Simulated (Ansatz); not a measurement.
Ca7Se6⁺. The state is a doublet with charge 1. Geometry PBE-D4/def2-SVP, loosely relaxed; atoms count from 1.

```
atom    x (Å)    y (Å)    z (Å)
 Ca1  -1.9518  -3.0604   2.2086
 Ca2   0.3320   1.4098  -3.2502
 Ca3  -0.6585   2.2545   1.8500
 Ca4  -1.0074  -0.2250   4.4848
 Ca5   0.0445  -0.9338  -0.1881
 Ca6  -0.7742  -3.7243  -2.3691
 Ca7   3.2036   2.9381  -1.6458
 Se8   0.9868   1.7767  -0.4329
 Se9  -0.1452  -3.7764   0.2304
Se10   2.5541   2.6151  -4.1208
Se11  -1.9388  -0.3148   1.7900
Se12   0.0632   2.1797   4.3858
Se13  -0.7083  -1.1390  -2.9427
```

Single mean-field runs in def2-TZVP are fitted with def2-universal-jkfit. The geometry of the charge 1 doublet is only loosely relaxed. The structure comes from a short search, and lower isomers may exist.

(1) Estimate the Mulliken populations from the PBE0/def2-TZVP orbitals of Ansatz.

(2) Where does the spin sit?

(3) And the Mayer bond orders between bonded heavy atoms (over 0.3)?

## Answers

(1) 
```
atom  charge (e)  spin (α − β)
 Ca1        0.78          0.60
 Ca2        1.13          0.00
 Ca3        1.11          0.01
 Ca4        0.88          0.38
 Ca5        1.20          0.00
 Ca6        1.11          0.01
 Ca7        1.09          0.00
 Se8       -1.28          0.00
 Se9       -1.04          0.00
Se10       -0.89          0.00
Se11       -1.15         -0.02
Se12       -0.91          0.01
Se13       -1.02          0.00
```
Mulliken values and Mayer orders depend strongly on the basis.

(2) Summed by element: Ca 1.00, Se 0.00, of 1 unpaired in all. Largest on single atoms: Ca1 0.60, Ca4 0.38, Se11 -0.02.

(3) Ca1–Ca4 0.47 (3.76 Å); Ca1–Se9 0.55 (2.77 Å); Ca1–Se11 0.51 (2.78 Å); Ca2–Se10 0.75 (2.67 Å); Ca2–Se13 0.48 (2.77 Å); Ca3–Se11 0.36 (2.87 Å); Ca3–Se12 0.89 (2.64 Å); Ca4–Se12 0.91 (2.63 Å); Ca5–Se8 0.32 (2.88 Å); Ca5–Se9 0.41 (2.88 Å); Ca5–Se13 0.36 (2.86 Å); Ca6–Se9 0.69 (2.68 Å); Ca6–Se13 0.80 (2.65 Å); Ca7–Se8 0.43 (2.78 Å); Ca7–Se10 1.09 (2.58 Å).
